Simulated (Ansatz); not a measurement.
Bond stretch in LiNa, singlet.

Levels of theory: RCCSD(T) = CCSD(T) on RHF/def2-SVP, frozen core (Ansatz, a program for electronic structure); RKS-PBE0 = restricted PBE0/def2-SVP (Ansatz); UCCSD(T) = CCSD(T) on UHF/def2-SVP, frozen core (Ansatz); RKS-PBE = restricted PBE/def2-SVP (Ansatz); RKS-BLYP = restricted BLYP/def2-SVP run with Ansatz; UKS-PBE0 = Ansatz with unrestricted PBE0/def2-SVP; UKS-BLYP = Ansatz with unrestricted BLYP/def2-SVP; UKS-PBE = unrestricted PBE/def2-SVP in Ansatz; FCI = Ansatz with full CI/def2-SVP, frozen core.

Cost and accuracy over the 20 points of the scan, with FCI as yardstick. Costs are rough ratios of core time within Ansatz on shared cores, each with its mean field (Kohn-Sham runs search longer for lower solutions than correlated ones do); the miss is the largest error against full CI of the curve after the mean shift, in kJ/mol.

| level | relative cost | largest error |
|---|---|---|
| RCCSD(T) | 1 | 0.0 |
| RKS-PBE0 | 2 | 58.0 |
| UCCSD(T) | 2 | 0.1 |
| RKS-PBE | 2 | 37.7 |
| RKS-BLYP | 3 | 28.3 |
| UKS-PBE0 | 5 | 3.2 |
| UKS-BLYP | 6 | 9.9 |
| UKS-PBE | 7 | 6.5 |

Costs within a factor of two of each other count as equal.

With two correlated electrons CCSD is exact in the basis where it finds the lowest root (RCCSD(T), UCCSD(T)). The restricted form behind RKS-PBE0, RKS-PBE, RKS-BLYP keeps the bonding electrons paired and can't separate into open-shell fragments. The unrestricted determinant behind UCCSD(T) is spin-contaminated at 2.34 to 8.81 Å (<S²> up to 1.0, against 0.00 for a pure singlet). The unrestricted determinant behind UKS-PBE0 is spin-contaminated at 3.57 to 8.81 Å (<S²> up to 1.0, against 0.00 for a pure singlet). The unrestricted determinant behind UKS-BLYP is spin-contaminated at 4.89 to 8.81 Å (<S²> up to 1.0, against 0.00 for a pure singlet). The unrestricted determinant behind UKS-PBE is spin-contaminated at 3.90 to 8.81 Å (<S²> up to 1.0, against 0.00 for a pure singlet).
